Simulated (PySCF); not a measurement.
## Trend along the chalcogens: MCa molecules

PBE with double-zeta basis sets in PySCF, for the lowest determinant that a PBE0 search found; no spin–orbit coupling. De refers to high-spin ground-configuration atoms. A positive dipole means M(−)Ca(+).

```tsv
M	basis	state (unpaired electrons)	Re (Å)	ωe (cm⁻¹)	De (eV)	μ (D)
O	def2-SVP	singlet (closed shell)	1.823	774	5.06	7.32
S	x2c-SVPall	singlet (closed shell)	2.309	480	3.89	8.71
Se	x2c-SVPall	singlet (closed shell)	2.435	362	3.47	8.73
Te	def2-SVP	singlet (closed shell)	2.659	300	2.97	9.10
```

The shortest bond is that of CaO (1.823 Å), the longest that of CaTe (2.659 Å). CaO is bound most strongly (5.06 eV) and CaTe least (2.97 eV).

The rows differ in basis set, which adds steps of its own.

Relativity is treated differently too: O no relativity; S spin-free X2C; Se spin-free X2C; Te scalar-relativistic core potentials.

Down a group bonds as a rule get longer and wavenumbers fall, partly through the reduced mass; this series shows no clear exception.

Spin–orbit coupling is left out, which matters for elements this heavy, above all for dissociation energies.
